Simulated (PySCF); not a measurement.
C4H10Si2. Atoms are numbered in the order given.

```xyz
16

C      2.5457     0.0081     0.5402
Si     0.9666    -0.5192    -0.3420
C     -0.2757    -1.3421     0.8054
C     -1.4906    -0.7811     0.9508
C     -1.9557     0.4651     0.2432
Si    -0.5604     1.1762    -0.8604
H      3.0819    -0.8679     0.9378
H      3.2219     0.5374    -0.1485
H      2.3122     0.6799     1.3799
H      1.3249    -1.4120    -1.4919
H     -0.0568    -2.2561     1.3708
H     -2.2214    -1.2484     1.6270
H     -2.8484     0.2364    -0.3659
H     -2.2964     1.2131     0.9806
H     -0.9909     1.2745    -2.2896
H     -0.1561     2.5442    -0.4043
```

Geometry: PBE0-D3(BJ)/def2-SVP. The structure was generated by enumeration; whether it is a known compound was not checked. Other conformers were not sampled.

Computed with SMD-B3LYP/def2-SVP in PySCF.

Solvation free energies are E(SMD) − E(gas) at the gas-phase geometry, for 1 M in both phases. In vacuum the dipole moment is 0.80 D.

Computed solvation free energies in water, cyclohexanone, tetrahydrofuran:
```csv
solvent,ΔG(solv) (kcal/mol),its non-electrostatic (CDS) part,dipole (D)
water,2.9,4.8,1.18
cyclohexanone,-1.3,0.4,1.14
tetrahydrofuran,-1.8,-0.2,1.10
```
